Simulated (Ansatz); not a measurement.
`[CH3][GeH]([Cl])[I]` + H₂Se → `[CH3][GeH]([Cl])[SeH]` + HI at 500 K and 1 bar (ligand exchange at a Ge–I bond).

Calculated with Ansatz (gas phase, PBE0-D4/def2-TZVP geometries, no zero-point term in ΔE). CBS: MP2 limit from def2 TZ/QZ plus the TZ coupled-cluster correction, frozen cores. Elements past krypton have def2 core potentials. For Ge, I, Se outer-core shells are correlated without core-valence functions, which leaves a few kJ/mol of doubt a bond. Scalar relativity is left out up to krypton. One conformer a species, not always the lowest.

```json
{"species": "`[CH3][GeH]([Cl])[I]`", "CCSD(T)/CBS energy (Eh)": "-2873.88412", "H − E (kJ/mol)": "165.5", "S (J/(mol·K))": "421.7"}
{"species": "H₂Se", "CCSD(T)/CBS energy (Eh)": "-2401.89790", "H − E (kJ/mol)": "53.1", "S (J/(mol·K))": "237.8"}
{"species": "`[CH3][GeH]([Cl])[SeH]`", "CCSD(T)/CBS energy (Eh)": "-4977.73636", "H − E (kJ/mol)": "189.7", "S (J/(mol·K))": "434.9"}
{"species": "HI", "CCSD(T)/CBS energy (Eh)": "-298.03592", "H − E (kJ/mol)": "28.6", "S (J/(mol·K))": "221.6"}
```

H − E and S are ideal-gas, rigid-rotor, harmonic terms from PBE0-D4/def2-TZVP, for one conformer and one mirror image of each species. 1 Eh = 2625.50 kJ/mol, R = 8.31446 J/(mol·K).

By hand: ΔE, ΔH, ΔS and ΔG.

ΔE = (-4977.73636) + (-298.03592) − (-2873.88412) − (-2401.89790) = 0.00974 Eh = 25.6 kJ/mol. Δ(H − E) = 189.7 + 28.6 − 165.5 − 53.1 = -0.3, so ΔH = 25.3 kJ/mol. ΔS = 434.9 + 221.6 − 421.7 − 237.8 = -3.0 J/(mol·K). ΔG = 25.3 − 500 × (-3.0)/1000 = 26.8 kJ/mol.

By hand: the equilibrium constant, and the temperature at which ΔG would vanish if ΔH and ΔS stayed fixed.

log₁₀ K = −ΔG/(RT ln 10) = -2.8. ΔH and −TΔS have one sign here, so there is no such temperature.

The number of gas molecules stays the same, so ΔS is small and ΔH decides. A doubt of 5 kJ/mol in ΔE shifts log₁₀ K by 0.5 here. Other conformers and mirror images would add mixing entropy, several J/(mol·K) or more a flexible species. These are equilibria of isolated gas molecules and say nothing of rates. Largest T1 diagnostic: 0.009 (customary marks: 0.02 for closed shells, 0.045 for open ones).

ΔS is within the doubt of such terms, so its sign, and with it that verdict, could turn.
